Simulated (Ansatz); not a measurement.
```yaml
crystal:
  periodic: [false, false, false]
  atoms:
    - {symbol: O, position_ang: [-1.240726, 1.158414, 2.393323]}
    - {symbol: Sn, position_ang: [0.492354, -0.462234, -0.347446]}
    - {symbol: F, position_ang: [-1.235217, 0.085392, -3.424822]}
    - {symbol: F, position_ang: [0.761848, -3.962589, 0.213906]}
    - {symbol: F, position_ang: [3.819647, 0.738503, -0.745383]}
    - {symbol: H, position_ang: [-2.518346, 2.321571, 1.823306]}
basis:
  gaussian: {orbitals: def2-TZVPD, final_grid: {core_spheres: 8, valence_spheres: 7, degree: 23}}
hamiltonian: {xc: {name: SVWN5}}
accuracy: high
```

```sh
$ ansatz run in.yaml --threads 4 --pin off --events-out ev --progress --plain --max-ram 10444MiB
```

It prints (some lines left out):

```
Functional definition: SVWN5
3465 factors; integrals over basis functions are off by at most 1.3e-7 eV
mean field evaluation 1: about -15931.4944 eV, gradient 9.6e1 eV
mean field evaluation 2: about -14700.6058 eV, gradient 3.6e2 eV
mean field evaluation 4: about -15694.1594 eV, gradient 2.9e2 eV
mean field evaluation 8: about -15940.4493 eV, gradient 6.0e1 eV
mean field evaluation 16: about -15959.2870 eV, gradient 1.0e0 eV
mean field evaluation 32: about -15959.4888 eV, gradient 1.1e-1 eV
mean field evaluation 64: about -15959.4991 eV, gradient 4.8e-1 eV
mean field evaluation 96: about -15959.5043 eV, gradient 3.8e-4 eV
mean field -15959.50431970 eV, -586.5009660086 hartree, gradient 1.7e-8 eV, S^2 0.000000; 10 other end points of the search recorded, 0 dependent functions left out
reference -15959.50432689 eV, -586.5009662725 hartree; 29, 29 occupied and 196, 196 virtual orbitals, 3465 factors
Total energy: -15959.50432689 eV, -586.5009662725 hartree
```

(1) Something in this input is off. What?

Results:

(1) The coordinates are in bohr but typed as ångström. The run converged. The result belongs to that input, not to the molecule as meant.
